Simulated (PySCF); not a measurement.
Input file for PySCF: R-HF/STO-3G on C2H7BO (SMILES CBOC), a point of a torsion scan.

```python
from pyscf import gto, scf, dft, mp
from pyscf.data.elements import chemcore

mol = gto.M(
    atom='''
    C    -1.40808012    0.34629684    0.12068294
    B    -0.44245072   -0.91653859    0.03542038
    O    -0.54607290   -1.99360396    0.80917059
    C    -1.52438617   -2.17674962    1.80518975
    H    -1.10713395    0.98860065    0.94856289
    H    -2.44555885    0.06944678    0.29967970
    H    -1.37535087    0.95544599   -0.77782648
    H     0.45237168   -0.96693307   -0.72409692
    H    -2.50029233   -2.36702128    1.35051361
    H    -1.60249737   -1.29957302    2.45187470
    H    -1.23395178   -3.04271186    2.40234759
    ''',
    basis='sto-3g',
    charge=0, spin=0, verbose=3, max_memory=1800)
mf = scf.RHF(mol)
mf.conv_tol = 1e-8
mf.max_cycle = 100
mf.kernel()
if not mf.converged:
    mf = mf.newton().run(mf.mo_coeff, mf.mo_occ)
```

Program output:

```
converged SCF energy = -177.158911489748
```

The calculation finished and met its thresholds.

Cost: very roughly 0.29 core-seconds.
